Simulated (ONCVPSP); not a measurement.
Varying the ONCV potential for aluminium

Base potential:

* Element: Al
* Generator: ONCVPSP 4.0.1
* Type: optimised norm-conserving Vanderbilt (ONCV)
* Functional: PBE
* Relativity: scalar-relativistic
* Frozen core: [Ne]
* Valence charge: 3
* Reference configuration: 3s2 3p1
* Partial waves: 3s: rc 1.95 bohr, ncon 3, nbas 7, qcut 4 1/bohr, 1 projector; 3p: rc 2.00 bohr, ncon 4, nbas 8, qcut 3.7 1/bohr, 1 projector; d scattering state at 0.46 Ha: rc 1.75 bohr, ncon 4, nbas 8, qcut 5.6 1/bohr, 1 projector
* Local potential: polynomial inside 1.35 bohr (lpopt 4, dvloc0 2 Ha)
* Core correction: Teter function, fcfact 3.75, rcfact 1.3

All-electron outer shells of the reference configuration (PBE, scalar-relativistic, ld1.x):

```csv
shell,level (eV),outermost node (bohr),outermost maximum (bohr)
2s,-108.17,0.16,0.50
2p,-69.64,–,0.43
3s,-7.75,0.80,2.09
3p,-2.71,0.82,2.64
```

Cutoffs, loose and tight: the cutoffs (Ha) at which the residual kinetic energy of the hardest occupied pseudo-wave falls to 1 and 0.1 mHa per electron. They do not see the model core or the augmentation charge, which bear on the density cutoff. Test errors are all-electron minus pseudo excitation energies from the reference, over the configurations 3s2 3p0; 3s1 3p0; 3s2 3p0.5; 3s0 3p3. A dash means not determined; rows that change the core or the reference have their own tests.

| change | outcome | cutoff, loose | cutoff, tight | bound ghosts | GHOST(+) flags above zero | largest test error (meV) |
| --- | --- | --- | --- | --- | --- | --- |
| base | generated | 5.6 Ha | 7.3 Ha | none | none | +28 |
| core correction Teter function, fcfact 1.4, rcfact 1.3 | generated | 5.6 Ha | 7.3 Ha | none | none | +14 |
| core correction Teter function, fcfact 2.1, rcfact 1.3 | generated | 5.6 Ha | 7.3 Ha | none | none | +16 |
| core correction Teter function, fcfact 3.6, rcfact 1.3 | generated | 5.6 Ha | 7.3 Ha | none | none | +27 |
| core correction Teter function, fcfact 4.3, rcfact 1.3 | generated | 5.6 Ha | 7.3 Ha | none | none | +31 |
| core correction Teter function, fcfact 5, rcfact 1.3 | generated | 5.6 Ha | 7.3 Ha | none | none | +33 |
| core correction Teter function, fcfact 5.4, rcfact 1.3 | generated | 5.6 Ha | 7.3 Ha | none | none | +34 |
| core correction Teter function, fcfact 6.1, rcfact 1.3 | generated | 5.6 Ha | 7.3 Ha | none | none | +35 |
| core correction Teter function, fcfact 6.9, rcfact 1.3 | generated | 5.6 Ha | 7.3 Ha | none | none | +35 |
| core correction Teter function, fcfact 7.5, rcfact 1.3 | generated | 5.6 Ha | 7.3 Ha | none | none | +33 |

(1) What comes out with this change to the base: core correction Teter function, fcfact 2.9, rcfact 1.3?

Answers

(1) outcome: generated; cutoff, loose: 5.6 Ha; cutoff, tight: 7.3 Ha; bound ghosts: none; GHOST(+) flags above zero: none; largest test error (meV): +22.

Reading the sweep of the fcfact (base included, trends over the rows without a ghost): The loose cutoff stays near 5.6 Ha. The median size of the test errors (rows with all tests solved) is not monotonic: lowest 2.0 meV at 6.9, highest 6.4 meV at 1.4.
